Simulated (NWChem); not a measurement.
System: CH₅FOSi; SMILES O[SiH2]CF

The following NWChem deck was run.

```
start job
memory heap 200 mb stack 900 mb global 1100 mb
geometry units angstroms noautoz
  O     -0.968290     1.435464    -0.295863
  Si     0.466458     0.708017     0.131417
  C      0.500410    -1.111701    -0.397610
  F     -0.499949    -1.793394     0.279049
  H     -1.761035     1.102786     0.135801
  H      1.545570     1.445928    -0.581748
  H      0.685188     0.749899     1.610443
  H      1.475368    -1.579395    -0.166476
  H      0.334096    -1.221242    -1.484360
end
basis spherical
  * library def2-tzvp
end
dft
  xc xpbe96 cpbe96
  iterations 150
  mulliken
end
task dft energy
```

NWChem printed, in part:

```
             Northwest Computational Chemistry Package (NWChem) 7.3.0
             --------------------------------------------------------

 C1  symmetry detected

                             Geometry "geometry" -> ""
                             -------------------------

 Output coordinates in angstroms (scale by  1.889725989 to convert to a.u.)

  No.       Tag          Charge          X              Y              Z
 ---- ---------------- ---------- -------------- -------------- --------------
    1 O                    8.0000    -0.88369501     1.51561301    -0.19715434
    2 Si                  14.0000     0.51418211     0.69647190     0.18389231
    3 C                    6.0000     0.45253849    -1.09488238    -0.43226174
    4 F                    9.0000    -0.57789523    -1.75688847     0.21831119
    5 H                    1.0000    -1.69020552     1.20308629     0.22394059
    6 H                    1.0000     1.62595110     1.41232844    -0.50103016
    7 H                    1.0000     0.74220626     0.65556219     1.66154119
    8 H                    1.0000     1.40350282    -1.62208480    -0.23119417
    9 H                    1.0000     0.27538206    -1.14311226    -1.52174539

 Effective nuclear repulsion energy (a.u.)     173.5877741765

  pbe96 is a nonlocal functional; adding pw91lda local functional.

                                 NWChem DFT Module
                                 -----------------

 Summary of "ao basis" -> "ao basis" (spherical)
 ------------------------------------------------------------------------------
       Tag                 Description            Shells   Functions and Types
 ---------------- ------------------------------  ------  ---------------------
 O                         def2-tzvp                11       31   5s3p2d1f
 Si                        def2-tzvp                13       37   5s5p2d1f
 C                         def2-tzvp                11       31   5s3p2d1f
 F                         def2-tzvp                11       31   5s3p2d1f
 H                         def2-tzvp                 4        6   3s1p

            General Information
            -------------------
          SCF calculation type: DFT
          Wavefunction type:  closed shell.
          No. of atoms     :     9
          No. of electrons :    42
           Alpha electrons :    21
            Beta electrons :    21
          Charge           :     0
          Spin multiplicity:     1
          Use of symmetry is: off; symmetry adaption is: off
          Maximum number of iterations: 150
          AO basis - number of functions:   160
                     number of shells:    66
          Convergence on energy requested:  1.00D-06
          Convergence on density requested:  1.00D-05
          Convergence on gradient requested:  5.00D-04

              XC Information
              --------------
          PerdewBurkeErnzerhof Exchange Functional  1.000
            Perdew 1991 LDA Correlation Functional  1.000 local
           PerdewBurkeErnz. Correlation Functional  1.000 non-local

             Grid Information
             ----------------
          Grid used for XC integration:  medium
          Radial quadrature: Mura-Knowles
          Angular quadrature: Lebedev.
          Tag              B.-S. Rad. Rad. Pts. Rad. Cut. Ang. Pts.
          ---              ---------- --------- --------- ---------
          O                   0.60       49          11.0       434
          Si                  1.10       88           9.0       590
          C                   0.70       49          10.0       434
          F                   0.50       49          11.0       434
          H                   0.35       45          11.0       434
          Grid pruning is: on
          Number of quadrature shells:   460
          Spatial weights used:  Erf1

      Superposition of Atomic Density Guess
      -------------------------------------

 Sum of atomic energies:        -503.20817032

      Non-variational initial energy
      ------------------------------

 Total energy =    -504.538779
 1-e energy   =   -1040.788851
 2-e energy   =     362.662298
 HOMO         =      -0.336771
 LUMO         =       0.021452

     ---------------------------------------------
      Total Density - Mulliken Population Analysis
     ---------------------------------------------

    Atom       Charge   Shell Charges
 -----------   ------   -------------------------------------------------------
    1 O    8     8.85   0.79  1.18  0.59  0.95  0.24  2.03  2.21  0.84  0.00  0.01  0.00
    2 Si  14    13.30   2.00  0.59  1.39  0.84  0.42  4.11  1.73  0.50  1.08  0.31  0.14  0.13  0.04
    3 C    6     6.08   0.86  1.12  0.54  0.68  0.11  1.07  1.27  0.32  0.02  0.07  0.01
    4 F    9     9.38   0.77  1.20  0.61  1.00  0.31  2.33  2.31  0.83  0.00  0.01  0.00
    5 H    1     0.54   0.20  0.25  0.05  0.04
    6 H    1     1.05   0.23  0.54  0.28  0.01
    7 H    1     1.07   0.23  0.55  0.28  0.01
    8 H    1     0.86   0.24  0.45  0.15  0.02
    9 H    1     0.87   0.24  0.45  0.15  0.02

   convergence    iter        energy       DeltaE   RMS-Dens  Diis-err
 ---------------- ----- ----------------- --------- --------- ---------
 d= 0,ls=0.0,diis     1   -505.3164854506 -6.79D+02  8.69D-03  1.42D+00
 d= 0,ls=0.0,diis     2   -505.0702204096  2.46D-01  6.41D-03  3.82D+00
 d= 0,ls=0.0,diis     3   -505.4075881106 -3.37D-01  1.18D-03  1.84D-01
 d= 0,ls=0.0,diis     4   -505.4215455063 -1.40D-02  4.60D-04  1.17D-02
 d= 0,ls=0.0,diis     5   -505.4223019189 -7.56D-04  1.63D-04  4.24D-03
  Resetting Diis
 d= 0,ls=0.0,diis     6   -505.4226537928 -3.52D-04  5.60D-05  1.11D-04
 d= 0,ls=0.0,diis     7   -505.4226622869 -8.49D-06  4.55D-05  2.03D-05
 d= 0,ls=0.0,diis     8   -505.4226587600  3.53D-06  2.77D-05  5.61D-05
 d= 0,ls=0.0,diis     9   -505.4226645745 -5.81D-06  2.30D-06  5.46D-07
 d= 0,ls=0.0,diis    10   -505.4226646162 -4.16D-08  6.56D-07  6.74D-08

         Total DFT energy =     -505.422664616174
      One electron energy =    -1044.264265466507
           Coulomb energy =      412.169039297255
    Exchange-Corr. energy =      -46.915212623393
 Nuclear repulsion energy =      173.587774176471

 Numeric. integr. density =       41.999994269924

                       DFT Final Molecular Orbital Analysis
                       ------------------------------------

 Vector   19  Occ=2.000000D+00  E=-2.979838D-01
              MO Center= -1.1D-01, -1.1D+00, -1.8D-01, r^2= 2.6D+00
   Bfn.  Coefficient  Atom+Function         Bfn.  Coefficient  Atom+Function
  ----- ------------  ---------------      ----- ------------  ---------------
   107      0.303746  4 F  pz               110      0.241091  4 F  pz
   105      0.213192  4 F  px               156      0.186584  9 H  s
   113      0.177755  4 F  pz               108      0.169285  4 F  px
   150     -0.157335  8 H  s                 76     -0.156135  3 C  pz
   157      0.146124  9 H  s                151     -0.130103  8 H  s

 Vector   20  Occ=2.000000D+00  E=-2.843587D-01
              MO Center=  1.1D-01,  8.6D-01,  2.0D-01, r^2= 3.2D+00
   Bfn.  Coefficient  Atom+Function         Bfn.  Coefficient  Atom+Function
  ----- ------------  ---------------      ----- ------------  ---------------
     8      0.294204  1 O  pz                11      0.241113  1 O  pz
   144     -0.180719  7 H  s                 14      0.173534  1 O  pz
   145     -0.164224  7 H  s                139      0.156737  6 H  s
   138      0.149828  6 H  s                106      0.138995  4 F  py
    47      0.134401  2 Si py                48     -0.133838  2 Si pz

 Vector   21  Occ=2.000000D+00  E=-2.499283D-01
              MO Center=  4.6D-02, -2.2D-01, -5.1D-02, r^2= 3.3D+00
   Bfn.  Coefficient  Atom+Function         Bfn.  Coefficient  Atom+Function
  ----- ------------  ---------------      ----- ------------  ---------------
    75      0.228000  3 C  py               106     -0.225282  4 F  py
    78      0.192149  3 C  py                 7      0.183333  1 O  py
   109     -0.176896  4 F  py                47     -0.169842  2 Si py
     8      0.154528  1 O  pz               112     -0.151997  4 F  py
    10      0.149647  1 O  py                11      0.126871  1 O  pz

 Vector   22  Occ=0.000000D+00  E=-2.838104D-02
              MO Center= -8.6D-02,  5.4D-01,  2.4D-01, r^2= 4.9D+00
   Bfn.  Coefficient  Atom+Function         Bfn.  Coefficient  Atom+Function
  ----- ------------  ---------------      ----- ------------  ---------------
    49      0.718869  2 Si px                 5      0.681093  1 O  s
   133     -0.454810  5 H  s                 50     -0.336695  2 Si py
    73     -0.334018  3 C  s                139     -0.314492  6 H  s
   104      0.256644  4 F  s                 46      0.220028  2 Si px
    82     -0.207060  3 C  pz                 3      0.148195  1 O  s

 Vector   23  Occ=0.000000D+00  E= 1.249589D-02
              MO Center=  5.2D-01, -1.8D-01,  5.6D-02, r^2= 5.8D+00
   Bfn.  Coefficient  Atom+Function         Bfn.  Coefficient  Atom+Function
  ----- ------------  ---------------      ----- ------------  ---------------
    73      2.316431  3 C  s                 50      1.187542  2 Si py
    36     -1.018728  2 Si s                157     -0.988397  9 H  s
   151     -0.716927  8 H  s                 81      0.617503  3 C  py
   139     -0.492509  6 H  s                 80      0.453477  3 C  px
    47      0.376964  2 Si py                82     -0.285831  3 C  pz

 Vector   24  Occ=0.000000D+00  E= 1.710463D-02
              MO Center=  4.6D-01,  2.4D-01, -3.9D-01, r^2= 5.2D+00
   Bfn.  Coefficient  Atom+Function         Bfn.  Coefficient  Atom+Function
  ----- ------------  ---------------      ----- ------------  ---------------
    73      1.567687  3 C  s                 51      0.866200  2 Si pz
   145     -0.811647  7 H  s                 50      0.592201  2 Si py
   157     -0.545669  9 H  s                104     -0.496566  4 F  s
   133     -0.492461  5 H  s                  5      0.382713  1 O  s
    80     -0.383090  3 C  px               151     -0.365472  8 H  s

     ---------------------------------------------
      Total Density - Mulliken Population Analysis
     ---------------------------------------------

    Atom       Charge   Shell Charges
 -----------   ------   -------------------------------------------------------
    1 O    8     8.49   0.79  1.18  0.58  0.92  0.28  1.92  1.90  0.90  0.00  0.02  0.00
    2 Si  14    13.66   2.01  0.57  1.39  0.90  0.36  4.13  1.67  0.63  1.25  0.30  0.19  0.21  0.05
    3 C    6     6.09   0.85  1.12  0.53  0.66  0.06  1.28  1.21  0.27  0.02  0.08  0.01
    4 F    9     9.21   0.77  1.20  0.62  0.97  0.36  2.28  2.08  0.92  0.00  0.01  0.00
    5 H    1     0.69   0.26  0.33  0.04  0.05
    6 H    1     1.03   0.25  0.53  0.25  0.01
    7 H    1     1.04   0.25  0.53  0.26  0.01
    8 H    1     0.90   0.27  0.48  0.13  0.02
    9 H    1     0.89   0.27  0.47  0.12  0.02

     -------------------------------------------
      Total Density - Lowdin Population Analysis
     -------------------------------------------

    Atom       Charge   Shell Charges
 -----------   ------   -------------------------------------------------------
    1 O    8     8.12   0.87  1.09  0.53  0.59  0.31  1.76  1.90  1.03  0.00  0.03  0.00
    2 Si  14    13.85   2.00  0.83  1.09  0.51  0.30  3.85  1.87  0.71  1.12  0.53  0.21  0.61  0.20
    3 C    6     6.48   0.91  1.04  0.39  0.36  0.20  1.11  1.35  0.60  0.03  0.42  0.07
    4 F    9     8.91   0.86  1.10  0.60  0.70  0.37  2.13  2.10  1.01  0.00  0.03  0.00
    5 H    1     0.82   0.25  0.31  0.11  0.16
    6 H    1     1.03   0.25  0.47  0.29  0.02
    7 H    1     1.04   0.25  0.47  0.30  0.02
    8 H    1     0.88   0.25  0.40  0.17  0.06
    9 H    1     0.88   0.25  0.39  0.17  0.06

     Multipole analysis of the density
     ---------------------------------

     L   x y z        total         alpha         beta         nuclear
     -   - - -        -----         -----         ----         -------
     0   0 0 0      0.000000    -21.000000    -21.000000     42.000000

     1   1 0 0      0.137841      0.068921      0.068921      0.000000
     1   0 1 0     -0.102728     -0.051364     -0.051364     -0.000000
     1   0 0 1     -0.026112     -0.013056     -0.013056     -0.000000

     2   2 0 0    -21.159792    -50.361821    -50.361821     79.563850
     2   1 1 0     -1.593012      1.664364      1.664364     -4.921741
     2   1 0 1     -1.070607     -0.008428     -0.008428     -1.053750
     2   0 2 0    -27.046585   -134.850058   -134.850058    242.653531
     2   0 1 1      1.685066     -1.935558     -1.935558      5.556182
     2   0 0 2    -23.605826    -25.668439    -25.668439     27.731053
```

Level: PBE/def2-TZVP. Geometry: optimised at PBE0/def2-SVP.
